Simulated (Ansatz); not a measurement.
The cluster Zr₂B₂, 4 atoms. Hardware: 4 threads of AMD EPYC 7R43 on a shared host.

In the def2 sets Zr takes a core potential; there is no spin–orbit coupling. Correlated methods freeze 2 core orbitals; core or outer-core shells of Zr are correlated, in sets that lack core-valence functions.

Question: How many basis functions does each of these Ansatz runs have, and roughly what does it cost? PBE0-D4/def2-TZVP, charge 0 triplet, relaxation, 7 steps; r2SCAN-D4/def2-TZVPD, charge -1 doublet at the geometry of the charge 0 singlet, energy, from earlier orbitals; LC-ωPBE/def2-TZVP, charge 0 triplet, energy, from earlier orbitals; PBE-D4/def2-SVP, charge 0 singlet, energy, from earlier orbitals; PBE-D4/def2-TZVP, charge 0 unrestricted singlet, energy, from earlier orbitals; RPA@PBE/def2-TZVP, charge 0 quintet, energy, from earlier orbitals; ωB97X-V/def2-TZVP, charge 0 singlet, energy, from earlier orbitals; PBE-QIDH/def2-TZVP, charge 0 singlet, energy and forces, from earlier orbitals; PBE0-D4/def2-TZVP, charge 0 quintet, relaxation, 6 steps; r2SCAN-D4/def2-TZVP, charge 0 quintet, energy, from earlier orbitals; PBE-QIDH/def2-TZVP, charge 0 quintet, energy, from earlier orbitals; PBE0-D4/def2-SVP, charge 0 singlet, energy with a search over starts.

Answer: Other jobs shared the machine, so times can vary by a factor of up to 3. A dash marks memory too small to be measured apart from the calling script's.

```tsv
run	functions	fitting or Cholesky vectors	wall time	peak host memory (GiB)
PBE-D4/def2-SVP, charge 0 singlet, energy, from earlier orbitals	90	864	0.9 s	–
PBE0-D4/def2-SVP, charge 0 singlet, energy with a search over starts	90	1014	2.5 s	–
RPA@PBE/def2-TZVP, charge 0 quintet, energy, from earlier orbitals	142	1122	4.4 s	–
PBE-D4/def2-TZVP, charge 0 unrestricted singlet, energy, from earlier orbitals	142	980	7.5 s	–
PBE-QIDH/def2-TZVP, charge 0 singlet, energy and forces, from earlier orbitals	142	1118	8 s	–
PBE-QIDH/def2-TZVP, charge 0 quintet, energy, from earlier orbitals	142	1122	9 s	–
LC-ωPBE/def2-TZVP, charge 0 triplet, energy, from earlier orbitals	142	980	9 s	–
r2SCAN-D4/def2-TZVP, charge 0 quintet, energy, from earlier orbitals	142	980	12 s	–
PBE0-D4/def2-TZVP, charge 0 quintet, relaxation, 6 steps	142	1136	14 s	–
ωB97X-V/def2-TZVP, charge 0 singlet, energy, from earlier orbitals	142	1042	16 s	0.56
r2SCAN-D4/def2-TZVPD, charge -1 doublet at the geometry of the charge 0 singlet, energy, from earlier orbitals	154	972	20 s	–
PBE0-D4/def2-TZVP, charge 0 triplet, relaxation, 7 steps	142	1136	21 s	–
```
